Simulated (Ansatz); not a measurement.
Consider the redistribution: `[F][Al]([GaH2])[SiH2][SiH3]` + `BN([SiH3])[SiH3]` → `B[N]([SiH3])[Al]([F])[GaH2]` + `[SiH3][SiH2][SiH3]`.

Program: Ansatz. Geometries: PBE0-D4/def2-TZVP. ΔE: electronic, gas phase. CCSD(T)/CBS adds triple-zeta CCSD(T) − MP2 to the extrapolated MP2 energy (def2 sets, frozen cores). Functionals use def2-TZVPP. B3LYP here is the variant with VWN-RPA as its local correlation; programs differ in this. For Ga outer-core shells are correlated without core-valence functions, which leaves a few kJ/mol of doubt a bond. Scalar relativity is left out up to krypton. Each species was taken in one conformer, which may not be the lowest.

Question: Is it downhill or uphill in electronic energy at CCSD(T)/CBS, and by how much? (Best estimate.)

Answer: The calculation gave: Downhill: ΔE = -42.9 kJ/mol.

Question: What do these levels give: r2SCAN-D4, B3LYP-D4, r2SCAN, r2SCAN0, CCSD(T)/def2-SVP, MP2/def2-QZVPP? (An estimate is asked.)

Answer: Ansatz gave: r2SCAN-D4 -48.4, B3LYP-D4 -45.7, r2SCAN -48.5, r2SCAN0 -47.6, CCSD(T)/def2-SVP -47.7, MP2/def2-QZVPP -44.4 kJ/mol.

Largest T1 diagnostic among the species: 0.015.

At CCSD(T), def2-SVP lies −4.8 kJ/mol from the extrapolated value and def2-TZVPP −1.1 kJ/mol. Leaving LDA and LC-ωPBE aside and taking each functional with its dispersion term where it has one, the values, not all of them listed here, spread over 5.9 kJ/mol, from B97M-V to PBE-D4. LDA lies +4.6 kJ/mol from PBE without D4.
